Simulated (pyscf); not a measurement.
Single points on ωB97X-D3(BJ)/def2-SVP structures (PySCF, gas phase).

What is the homolytic dissociation enthalpy (298 K, ωB97M-D3(BJ)/def2-TZVP) of the Ge–Sn bond of Cl–GeH₂–SnH₃ (SMILES [Cl][GeH2][SnH3]), to Cl–GeH₂• + SnH₃•?

Ge–Sn to Cl–GeH₂• + SnH₃•: 250.8 kJ/mol. The 7 functionals that were run give +225.9 (M06-2X) to +295.7 kJ/mol (ωB97X-D3(BJ)). Cl–GeH₂–SnH₃ lies 21.6 kJ/mol over its isomer Cl–SnH₂–GeH₃, and others may lie lower still (electronic energy, ωB97M-D3(BJ)). Elements up to Kr have no core potential and no relativistic terms here. Elements past Kr carry the def2 core potentials, without spin-orbit coupling.
